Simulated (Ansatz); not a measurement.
C$_{3}$H$_{11}$NSi, SMILES `CCN(C)[SiH3]`, relaxed with RKS PBE0-D4/def2-TZVP in the Gaussian-basis code of Ansatz from a PBE-D4/def2-SVP geometry. The force threshold is 0.005 eV/Å; the program also tests the step.

The species carries charge 0 and has multiplicity 1.

Start:

```xyz
16

C     1.510    1.065   -0.590
C     0.864   -0.324   -0.683
N    -0.327   -0.519    0.137
C    -0.094   -0.623    1.566
Si   -1.917   -0.129   -0.480
H     1.821    1.303    0.448
H     0.806    1.856   -0.921
H     2.415    1.124   -1.229
H     0.596   -0.534   -1.742
H     1.615   -1.100   -0.398
H     0.255    0.324    2.048
H     0.678   -1.400    1.778
H    -1.025   -0.931    2.087
H    -1.945   -0.529   -1.931
H    -2.924   -0.912    0.321
H    -2.329    1.329   -0.412
```

(1) How much energy does the relaxation release, and in how many steps? (Estimate.)

(2) Which bonds change most? (An estimate is asked.)

(3) Give the relaxed structure. (Estimate.)

Results:

(1) Computed: 1.70 kcal/mol, in 7 steps.

(2) Ansatz gave: N3–Si5 from 1.750 to 1.716 Å; Si5–H16 from 1.517 to 1.497 Å; C4–H11 from 1.118 to 1.099 Å; Si5–H15 from 1.506 to 1.488 Å.

(3) The calculation gave: 
```xyz
16

C     1.511    1.048   -0.561
C     0.848   -0.317   -0.689
N    -0.334   -0.501    0.127
C    -0.092   -0.594    1.547
Si   -1.901   -0.151   -0.479
H     1.839    1.240    0.463
H     0.821    1.845   -0.850
H     2.391    1.109   -1.206
H     0.572   -0.488   -1.735
H     1.574   -1.100   -0.430
H     0.246    0.348    2.000
H     0.673   -1.353    1.751
H    -1.005   -0.898    2.065
H    -1.938   -0.564   -1.908
H    -2.890   -0.914    0.329
H    -2.314    1.287   -0.424
```
